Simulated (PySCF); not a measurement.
PySCF input for C₂H₈BiN, SMILES [BiH2][N](C)C, B3LYP-D3(BJ)/def2-SVP. Geometry: B3LYP-D3(BJ)/def2-SVP. The structure was generated by enumeration; whether it is a known compound was not checked. The def2 effective core potentials stand for the cores of Bi; spin–orbit coupling is left out.

```python
import numpy as np
from pyscf import gto, scf, dft, df
from pyscf.hessian import thermo

mol = gto.M(
    atom='''
    Bi   -0.39003515   -0.35100348    0.32137940
    H     0.35377748   -1.79840974   -0.51902454
    H    -1.67004203   -0.29280591   -0.95598830
    N     0.79275208    1.18726263   -0.70489562
    C     0.94863688    1.02979353   -2.13506071
    C     2.04637148    1.48970442   -0.04373307
    H     1.39222734    1.95009726   -2.56421725
    H     1.60987707    0.18312129   -2.43119176
    H    -0.02764309    0.87567950   -2.61940533
    H     2.84393451    0.72513933   -0.19105590
    H     2.45153972    2.44608179   -0.42855463
    H     1.89993144    1.61655895    1.04197910
    ''',
    basis='def2-SVP',
    ecp={'Bi': 'def2-svp'},
    charge=0,
    spin=0,
    max_memory=1600,
    verbose=3,
)
mf = dft.RKS(mol, xc='b3lyp').density_fit(auxbasis='def2-universal-jkfit')
mf.disp = 'd3bj'
mf.grids.level = 3
mf.conv_tol = 1e-11
mf.max_cycle = 100
mf.kernel()

# [left out here: the lines that compute and print the analytic Hessian (its translational invariance restored by hand, since the grid's response is missing), thermochemistry and intensities]
```

Output:

```
converged SCF energy = -350.354151185831

WARN: DFTD3 does not support analytical Hessian, using finite difference


WARN: Mole.unit (angstrom) is changed to Bohr

Mode                                 0                   1                   2
Irrep
Freq [cm^-1]                      126.3481            186.3153            233.2501
Reduced mass [au]                   1.1217              1.6990              2.5847
Force const [Dyne/A]                0.0106              0.0347              0.0829
Char temp [K]                     181.7868            268.0663            335.5950
Normal mode                   x     y     z       x     y     z       x     y     z
       0  Bi                -0.00  0.00 -0.00   -0.01 -0.00  0.01   -0.01 -0.01 -0.01
       1   H                 0.48 -0.02  0.45   -0.06 -0.16  0.21    0.10  0.03  0.03
       2   H                 0.28 -0.47 -0.30    0.08 -0.06 -0.09    0.15  0.02 -0.16
       3   N                -0.02  0.03  0.00    0.07 -0.09 -0.03    0.06  0.02  0.08
       4   C                -0.03  0.04 -0.00    0.04  0.08 -0.04   -0.06 -0.06  0.08
       5   C                 0.01 -0.07 -0.01    0.04  0.05 -0.04    0.11  0.11 -0.05
       6   H                 0.01  0.03  0.01   -0.18  0.22  0.03    0.03 -0.14  0.00
       7   H                -0.06  0.02 -0.01    0.22  0.26 -0.15   -0.18 -0.16  0.07
       8   H                -0.03  0.08 -0.01    0.06 -0.09 -0.02   -0.11  0.03  0.16
       9   H                -0.06 -0.14 -0.02    0.18  0.23 -0.21    0.14  0.15 -0.11
      10   H                 0.08 -0.10 -0.00   -0.17  0.20  0.10    0.01  0.12 -0.13
      11   H                 0.02 -0.07 -0.00    0.08 -0.16 -0.01    0.22  0.14 -0.04
Mode                                 3                   4                   5
Irrep
Freq [cm^-1]                      261.8801            278.3667            306.1685
Reduced mass [au]                   1.0827              1.3751              2.6653
[...]
      11   H                -0.19  0.14 -0.07   -0.10  0.16 -0.04   -0.16 -0.06 -0.07
Mode                                15                  16                  17
Irrep
Freq [cm^-1]                     1242.1170           1426.0414           1445.0725
Reduced mass [au]                   1.8564              1.1421              1.1104
Force const [Dyne/A]                1.6875              1.3684              1.3662
Char temp [K]                    1787.1298           2051.7561           2079.1375
Normal mode                   x     y     z       x     y     z       x     y     z
       0  Bi                -0.00 -0.00  0.00    0.00  0.00  0.00   -0.00  0.00  0.00
       1   H                -0.01  0.00  0.01   -0.01  0.01  0.00    0.01 -0.00 -0.01
       2   H                 0.00  0.00 -0.00    0.02  0.00  0.01   -0.00 -0.00 -0.00
       3   N                 0.10  0.03 -0.08    0.01  0.00  0.02   -0.00  0.01  0.00
       4   C                -0.09 -0.02  0.02   -0.00 -0.00  0.08   -0.00  0.01 -0.06
       5   C                -0.06 -0.02  0.08    0.05  0.02  0.03    0.04  0.05  0.03
       6   H                 0.13 -0.02  0.24   -0.12 -0.15 -0.40    0.20  0.06  0.29
       7   H                 0.16  0.12  0.15   -0.03  0.09 -0.30    0.03 -0.02  0.13
       8   H                 0.06  0.01 -0.29    0.19  0.12 -0.38   -0.15 -0.18  0.31
       9   H                -0.05  0.05 -0.26   -0.17 -0.16 -0.13   -0.03 -0.05  0.08
      10   H                -0.12 -0.11 -0.24   -0.24 -0.01 -0.30   -0.14 -0.11 -0.49
      11   H                 0.30  0.10  0.12   -0.34 -0.19 -0.01   -0.25 -0.50  0.04
Mode                                18                  19                  20
Irrep
Freq [cm^-1]                     1449.9202           1463.6285           1474.0801
Reduced mass [au]                   1.0540              1.1025              1.0465
Force const [Dyne/A]                1.3055              1.3916              1.3397
Char temp [K]                    2086.1123           2105.8356           2120.8731
Normal mode                   x     y     z       x     y     z       x     y     z
       0  Bi                -0.00  0.00  0.00   -0.00  0.00  0.00    0.00  0.00  0.00
       1   H                 0.01 -0.00 -0.01    0.02 -0.03 -0.02    0.00  0.01 -0.00
       2   H                -0.01 -0.00 -0.00   -0.00  0.00 -0.00    0.00  0.00 -0.01
       3   N                -0.00  0.00  0.00    0.01 -0.01  0.00   -0.01 -0.01 -0.01
       4   C                -0.02  0.04 -0.00    0.02 -0.02 -0.05   -0.04 -0.03 -0.01
       5   C                 0.04 -0.02  0.02    0.05 -0.01  0.04    0.02  0.00 -0.02
       6   H                 0.38 -0.08  0.19   -0.30  0.19  0.07    0.28 -0.26 -0.22
       7   H                -0.11  0.03 -0.30    0.06 -0.13  0.44    0.50  0.37  0.03
       8   H                 0.01 -0.48  0.11   -0.10  0.34  0.08   -0.21  0.30  0.28
       9   H                -0.20 -0.16 -0.33   -0.17 -0.13 -0.41   -0.14 -0.19  0.13
      10   H                -0.13  0.13  0.18   -0.09  0.05  0.03   -0.20  0.14  0.12
      11   H                -0.22  0.35 -0.07   -0.35  0.26 -0.06    0.10  0.05 -0.00
Mode                                21                  22                  23
Irrep
Freq [cm^-1]                     1489.1048           1700.7913           1779.8772
Reduced mass [au]                   1.0431              1.0136              1.0129
Force const [Dyne/A]                1.3627              1.7275              1.8906
Char temp [K]                    2142.4903           2447.0599           2560.8470
Normal mode                   x     y     z       x     y     z       x     y     z
       0  Bi                 0.00  0.00 -0.00    0.00 -0.00 -0.00    0.00 -0.00  0.00
       1   H                -0.01  0.02  0.01   -0.41  0.77  0.46   -0.01  0.01  0.01
       2   H                -0.00 -0.00  0.00    0.02 -0.00  0.01   -0.70  0.04 -0.71
       3   N                -0.02 -0.01  0.02   -0.00 -0.00  0.00    0.00  0.00  0.00
       4   C                -0.01 -0.01  0.00    0.00  0.00 -0.00   -0.00 -0.00  0.00
       5   C                -0.03 -0.01  0.03    0.00  0.00  0.00    0.00  0.00 -0.00
       6   H                 0.16 -0.15 -0.14   -0.01  0.01  0.01   -0.01 -0.00 -0.01
       7   H                 0.19  0.18 -0.10   -0.01 -0.02  0.03   -0.00  0.00 -0.00
       8   H                -0.07  0.08  0.11   -0.00 -0.00  0.00    0.01  0.00 -0.01
       9   H                 0.31  0.39 -0.36   -0.01 -0.02 -0.01   -0.00 -0.00 -0.00
      10   H                 0.48 -0.26 -0.11   -0.01  0.01  0.00    0.00 -0.00 -0.00
      11   H                -0.31  0.05 -0.03   -0.00  0.01  0.00   -0.01 -0.01  0.00
Mode                                24                  25                  26
Irrep
Freq [cm^-1]                     2907.1538           2914.4243           2999.2313
Reduced mass [au]                   1.0554              1.0571              1.0831
Force const [Dyne/A]                5.2555              5.2900              5.7405
Char temp [K]                    4182.7470           4193.2077           4315.2261
Normal mode                   x     y     z       x     y     z       x     y     z
       0  Bi                -0.00 -0.00  0.00    0.00  0.00 -0.00    0.00  0.00 -0.00
       1   H                 0.00  0.00  0.00   -0.00 -0.01 -0.00    0.00  0.00 -0.00
       2   H                -0.00  0.00 -0.00   -0.00 -0.00 -0.00   -0.00  0.00 -0.00
       3   N                 0.00  0.00  0.00   -0.00  0.00  0.00   -0.00 -0.00  0.00
       4   C                -0.02  0.01  0.01   -0.04  0.04  0.03   -0.00 -0.07  0.03
       5   C                 0.05 -0.03 -0.00   -0.02  0.02  0.00   -0.01 -0.03  0.00
       6   H                 0.05  0.12 -0.05    0.07  0.19 -0.08    0.34  0.69 -0.31
       7   H                 0.22 -0.28 -0.08    0.50 -0.65 -0.21   -0.14  0.16  0.06
       8   H                -0.07 -0.00 -0.03   -0.14 -0.01 -0.06   -0.17 -0.04 -0.08
       9   H                -0.58  0.59  0.12    0.28 -0.27 -0.05   -0.04  0.03  0.01
      10   H                -0.06 -0.19  0.07    0.01  0.05 -0.02    0.13  0.30 -0.12
      11   H                 0.03 -0.03 -0.17   -0.01  0.01  0.07   -0.02  0.01  0.11
Mode                                27                  28                  29
Irrep
Freq [cm^-1]                     3002.4865           3076.2069           3100.5861
Reduced mass [au]                   1.0846              1.0983              1.0964
Force const [Dyne/A]                5.7606              6.1237              6.2104
Char temp [K]                    4319.9095           4425.9768           4461.0531
Normal mode                   x     y     z       x     y     z       x     y     z
       0  Bi                -0.00 -0.00  0.00   -0.00 -0.00 -0.00   -0.00  0.00  0.00
       1   H                 0.00  0.00 -0.00    0.00  0.00  0.00    0.00 -0.00 -0.00
       2   H                -0.00 -0.00 -0.00    0.00  0.00  0.00   -0.00  0.00 -0.00
       3   N                 0.00  0.00  0.00    0.00  0.00  0.00    0.00  0.00 -0.00
       4   C                 0.00 -0.03  0.01   -0.00 -0.00 -0.00    0.08  0.02  0.02
       5   C                 0.01  0.07 -0.00    0.02  0.01 -0.08    0.00 -0.00 -0.00
       6   H                 0.14  0.28 -0.12    0.00  0.00  0.00   -0.08 -0.19  0.09
       7   H                -0.08  0.10  0.03    0.00 -0.00  0.00   -0.04  0.08  0.02
       8   H                -0.07 -0.02 -0.03    0.02  0.00  0.01   -0.82 -0.13 -0.39
       9   H                 0.16 -0.15 -0.04   -0.06  0.07 -0.00   -0.00  0.00 -0.00
      10   H                -0.29 -0.70  0.30   -0.10 -0.26  0.10   -0.00 -0.00 -0.00
      11   H                 0.04 -0.01 -0.25   -0.13  0.10  0.88   -0.00  0.00  0.02
temperature 298.1500 [K]
pressure 101325.00 [Pa]
Rotational constants [GHz] 8.18365 1.83859 1.57989
Symmetry number 1
Zero-point energy (ZPE) 0.09302 [Eh]   244228.512 [J/mol]
                           tot       elec      trans        rot        vib
Entropy [J/mol/K]       349.414      0.000    177.858    112.990     58.565
Cv [J/mol/K]             95.895      0.000     12.472     12.472     70.951
Cp [J/mol/K]            104.209      0.000     20.786     12.472     70.951
Internal energy [J/mol]                      3718.434   3718.434 254575.944
Internal energy [Eh]   -350.25436  -350.35415
Enthalpy [J/mol]                             6197.391   3718.434 254575.944
Enthalpy [Eh]          -350.25341
Gibbs free energy [J/mol]                  -46831.071 -29969.536 237114.734
Gibbs free energy [Eh] -350.29309
static polarisability / bohr^3: [[76.968 11.69  -4.296]
 [11.696 73.631 -4.934]
 [-4.304 -4.934 73.235]]
largest difference of analytic and finite-field dipole derivatives / e: 0.001029701964592733
mode   freq/cm-1   IR/(km/mol)   Raman/(A^4/amu)   depolarisation
   1      126.35         5.467             1.188            0.628
   2      186.32         5.579             4.136            0.571
   3      233.25         1.493             0.423            0.478
   4      261.88         1.225             1.865            0.437
   5      278.37         0.717             2.688            0.179
   6      306.17        13.683            17.304            0.403
   7      498.78         9.321            28.255            0.240
   8      567.68        38.229            41.338            0.639
   9      598.45        39.753            32.603            0.732
  10      775.39        27.526            64.223            0.746
  11      965.06        62.133            24.455            0.541
  12     1073.41         5.468             2.031            0.700
  13     1110.38         1.771             4.021            0.749
  14     1152.90        13.492            14.086            0.169
  15     1226.72        50.257             4.594            0.730
  16     1242.12         2.121            24.556            0.264
  17     1426.04         0.679            23.403            0.747
  18     1445.07        10.014             8.767            0.729
  19     1449.92        14.122            27.107            0.750
  20     1463.63        34.610             9.507            0.686
  21     1474.08         8.209             6.445            0.733
  22     1489.10         5.603            29.140            0.707
  23     1700.79       277.118           206.688            0.234
  24     1779.88       243.628           203.607            0.322
  25     2907.15        78.019            69.832            0.428
  26     2914.42       149.118           185.100            0.121
  27     2999.23       104.427           397.423            0.326
  28     3002.49        24.340            94.068            0.431
  29     3076.21        24.053            67.118            0.734
  30     3100.59        16.288            55.621            0.713
max |gradient| / (hartree/bohr): 6.495407035555633e-05
APT charges: [ 0.878  -0.301  -0.2466 -0.6383  0.3067  0.3647 -0.0725 -0.087  -0.0112
 -0.1003 -0.0723 -0.0202]
```

The calculation finished and met its thresholds.
